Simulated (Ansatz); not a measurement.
Start from `O=[CH][Al]([OH])[SiH3]` and change one atom or group to get `[NH2][Al]([OH])[SiH3]`.

Ansatz, PBE0-D4/def2-TZVP geometries, multiplicity 1. Each molecule was computed in one conformer, which needn't be the lowest.

| property | `O=[CH][Al]([OH])[SiH3]` |
| --- | --- |
| LUMO energy (ωB97M-V/def2-TZVPP) / eV | -0.28 |
| zero-point energy (PBE0-D4/def2-TZVP) / kJ/mol | 146.3 |
| HOMO–LUMO gap (B3LYP/def2-TZVPP) / eV | 3.91 |
| HOMO energy (B3LYP/def2-TZVPP) / eV | -6.38 |
| size of the dipole moment (B3LYP/def2-TZVPP) / D | 2.78 |
| HOMO–LUMO gap (PBE/def2-TZVPP) / eV | 1.99 |

(1) Give the same properties after the change, and the shifts. (Estimate.)

## Answers

(1) Ansatz gave: 
| property | `[NH2][Al]([OH])[SiH3]` | shift |
| --- | --- | --- |
| LUMO energy (ωB97M-V/def2-TZVPP) / eV | 1.08 | 1.36 |
| zero-point energy (PBE0-D4/def2-TZVP) / kJ/mol | 167.5 | 21.2 |
| HOMO–LUMO gap (B3LYP/def2-TZVPP) / eV | 6.43 | 2.52 |
| HOMO energy (B3LYP/def2-TZVPP) / eV | -7.20 | -0.82 |
| size of the dipole moment (B3LYP/def2-TZVPP) / D | 0.31 | -2.47 |
| HOMO–LUMO gap (PBE/def2-TZVPP) / eV | 4.71 | 2.72 |

With PBE0 the HOMO falls by 0.87 eV and the LUMO rises by 1.64 eV, so the gap widens by about 2.51 eV. PBE moves the HOMO by -0.85 eV and ωB97M-V by -0.94 eV. Dipoles are sizes alone; their direction can turn.

B3LYP here is the variant with VWN-RPA as its local correlation; programs differ in this.
